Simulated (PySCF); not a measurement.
Compound: C₇H₇N₃.
Geometry (GFN2-xTB, Å), atoms numbered from 1 in this order:
```xyz
17
C7H7N3 angstrom
C      2.5948   -0.6329   -0.5350
C      1.8508    0.3490   -0.0652
C      0.8429    0.1783    1.0375
N     -0.4891    0.4073    0.5360
N     -1.1140    1.5495    0.7291
C     -2.2759    1.4580    0.1024
C     -2.4111    0.2183   -0.5234
C     -1.2259   -0.4446   -0.2264
C     -0.7890   -1.7273   -0.5712
N     -0.4355   -2.7841   -0.8458
H      2.5365   -1.6318   -0.1350
H      3.2948   -0.4795   -1.3378
H      1.9050    1.3456   -0.4820
H      1.0103    0.9165    1.8266
H      0.9017   -0.8319    1.4538
H     -2.9694    2.2741    0.1252
H     -3.2339   -0.1523   -1.0989
```

Computed at PBE0/pcSseg-1 (PySCF, non-relativistic), with Q(14N) = 0.02044 b: N4, 14N (I = 1): χzz = -3.173 MHz, η = 0.375; N5, 14N (I = 1): χzz = -5.186 MHz, η = 0.447; N10, 14N (I = 1): χzz = -4.648 MHz, η = 0.245.

Where would the pure quadrupole (NQR) lines of 14N at N4 fall for the rigid, isolated species?

From ν± = (3/4)|χ|(1 ± η/3) and ν0 = |χ|η/2: ν+ 2.677 MHz, ν− 2.082 MHz, ν0 0.595 MHz (pyrrole-type nitrogen).

Find the zero-field quadrupole resonance frequencies of 14N at N5.

From ν± = (3/4)|χ|(1 ± η/3) and ν0 = |χ|η/2: ν+ 4.469 MHz, ν− 3.311 MHz, ν0 1.158 MHz (pyridine-type nitrogen).

Find the zero-field quadrupole resonance frequencies of 14N at N10.

From ν± = (3/4)|χ|(1 ± η/3) and ν0 = |χ|η/2: ν+ 3.771 MHz, ν− 3.201 MHz, ν0 0.571 MHz (nitrile nitrogen).

In a crystal, neighbours and librations shift these lines. GFN2-xTB bond lengths can be off by several hundredths of an ångström, more for odd bonds, and the gradients follow them. With a basis this small, the couplings can be 20 % off.

One conformer stands for the species.
